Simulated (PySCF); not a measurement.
C₃H₅, charge -1, singlet, at a GFN2-xTB geometry (in this run its highest filled SCF level lies above zero, so its values depend strongly on the basis, on diffuse functions most of all); M06/STO-3G (PySCF).

Input for PySCF:
```python
from pyscf import gto, scf, dft

mol = gto.M(
    atom='''
C     1.358060    0.023120   -0.003235
C     0.098926    0.458705   -0.017161
H     2.080973    0.919300   -0.037690
H    -0.293976    1.528583   -0.056094
C    -1.066911   -0.507598    0.020667
H    -0.697974   -1.534412    0.058047
H    -1.713190   -0.346735    0.899545
H    -1.716281   -0.412099   -0.865436
''',
    basis='sto-3g',
    charge=-1,
    spin=0,
    verbose=5,
)

mf = dft.RKS(mol)
mf.xc = 'm06'
mf.kernel()
```

It wrote (shortened):

```
PySCF version 2.14.0

[INPUT] verbose = 5
[INPUT] max_memory = 4000
[INPUT] num. atoms = 8
[INPUT] num. electrons = 24
[INPUT] charge = -1
[INPUT] spin (= nelec alpha-beta = 2S) = 0
[INPUT] symmetry False subgroup None
[INPUT] Mole.unit = angstrom
[INPUT] Symbol           X                Y                Z      unit          X                Y                Z       unit  Magmom
[...]
[INPUT] ---------------- BASIS SET ----------------
[INPUT] l, kappa, [nprim/nctr], expnt,             c_1 c_2 ...
[INPUT] C
[...]
                                13.045096         0.53532814
                                3.5305122         0.44463454
[...]
                                0.6834831         0.39951283
                                0.2222899         0.70011547
[...]
                                0.6834831         0.60768372
                                0.2222899         0.39195739
[INPUT] H
[...]
                                0.62391373        0.53532814
                                0.1688554         0.44463454

nuclear repulsion = 63.7979422113464
number of shells = 14
number of NR pGTOs = 60
number of NR cGTOs = 20
basis = sto-3g
ecp = {}

******** <class 'pyscf.dft.rks.RKS'> ********
method = RKS
initial guess = minao
damping factor = 0
level_shift factor = 0
DIIS = <class 'pyscf.scf.diis.CDIIS'>
diis_start_cycle = 1
diis_space = 8
diis_damp = 0
SCF conv_tol = 1e-09
SCF conv_tol_grad = None
SCF max_cycles = 50
direct_scf = True
direct_scf_tol = 1e-13
XC library pyscf.dft.libxc version 7.1.2
    S. Lehtola, C. Steigemann, M. J. T. Oliveira, and M. A. L. Marques,  SoftwareX 7, 1–5 (2018)
XC functionals = m06
    Y. Zhao and D. G. Truhlar,  Theor. Chem. Acc. 120, 215 (2008)
    Y. Zhao and D. G. Truhlar,  Theor. Chem. Acc. 120, 215 (2008)
radial grids:
    Treutler-Ahlrichs [JCP 102, 346 (1995); DOI:10.1063/1.469408] (M4) radial grids

becke partition: Becke, JCP 88, 2547 (1988); DOI:10.1063/1.454033
pruning grids: <function nwchem_prune>
grids dens level: 3
symmetrized grids: False
atomic radii adjust function: <function treutler_atomic_radii_adjust>
small_rho_cutoff = 0
Set gradient conv threshold to 3.16228e-05
Initial guess from minao.
atom C rad-grids = 75, ang-grids = [ 50  50  50  50  50  50  50  50  50  50  50  50  50  50  50  50  50  50
  50  50  50  50  86  86  86  86  86  86  86  86  86  86 266 266 266 266
 266 266 302 302 302 302 302 302 302 302 302 302 302 302 302 302 302 302
[...]
 -0.15090902 -0.14578336 -0.053861    0.01714035  0.14128211  0.25317406
  0.50710811  0.66580876  0.70742237  0.7108482   0.73204203  0.75666087
  0.90948004  1.10902555]
nelec by numeric integration = 23.99999995087282
E1 = -288.73738751801216  E2 = 109.42669493478937  Ecoul = 127.90423744314961  Exc = -18.47754250836024
cycle= 6 E= -115.512750371876  delta_E= -4.07e-06  |g|= 0.00108  |ddm|= 0.00596
[...]
  mo_energy =
[-9.82705514 -9.67644005 -9.54169065 -0.46286442 -0.33069782 -0.18634297
 -0.15080712 -0.1457219  -0.05371166  0.01718822  0.14135383  0.25307462
  0.50710351  0.66580762  0.70746214  0.71082102  0.73200592  0.75679648
  0.90947229  1.10903995]
nelec by numeric integration = 23.99999995019631
E1 = -288.73547286976543  E2 = 109.42477992370563  Ecoul = 127.90222792877567  Exc = -18.47744800507005
cycle= 7 E= -115.512750734713  delta_E= -3.63e-07  |g|= 0.000147  |ddm|= 0.00159
[...]
  mo_energy =
[-9.82704496 -9.67640233 -9.54174058 -0.46285008 -0.33069773 -0.18633289
 -0.15079723 -0.14571322 -0.05369863  0.01718115  0.14136649  0.25304787
  0.50709405  0.66581391  0.70746673  0.71083918  0.73200369  0.75679611
  0.90944785  1.10903645]
nelec by numeric integration = 23.999999950032997
E1 = -288.73529647283306  E2 = 109.42460352034122  Ecoul = 127.90204551327682  Exc = -18.477441992935596
cycle= 8 E= -115.512750741145  delta_E= -6.43e-09  |g|= 9.02e-06  |ddm|= 0.000217
[...]
  mo_energy =
[-9.82704422 -9.6764013  -9.54174257 -0.46284905 -0.33069793 -0.18633327
 -0.15079466 -0.1457131  -0.05369865  0.01718014  0.14136617  0.25304574
  0.50709359  0.66581485  0.70747095  0.71084087  0.73200245  0.75679825
  0.9094475   1.10903592]
nelec by numeric integration = 23.999999950034905
E1 = -288.73529901339293  E2 = 109.42460606087079  Ecoul = 127.90204814083685  Exc = -18.477442079966075
cycle= 9 E= -115.512750741176  delta_E= -3.03e-11  |g|= 7.76e-07  |ddm|= 1.67e-05
[...]
  mo_energy =
[-9.82704489 -9.67640173 -9.54174244 -0.46284943 -0.33069801 -0.18633334
 -0.1507952  -0.1457133  -0.05369875  0.0171802   0.14136594  0.25304586
  0.50709356  0.66581483  0.70747039  0.7108406   0.73200273  0.75679819
  0.90944786  1.10903589]
nelec by numeric integration = 23.99999995003765
E1 = -288.73530352811076  E2 = 109.42461057558855  Ecoul = 127.90205285642031  Exc = -18.477442280831763
Extra cycle  E= -115.512750741176  delta_E= -8.53e-14  |g|= 6.89e-07  |ddm|= 2.34e-06
converged SCF energy = -115.512750741176
```
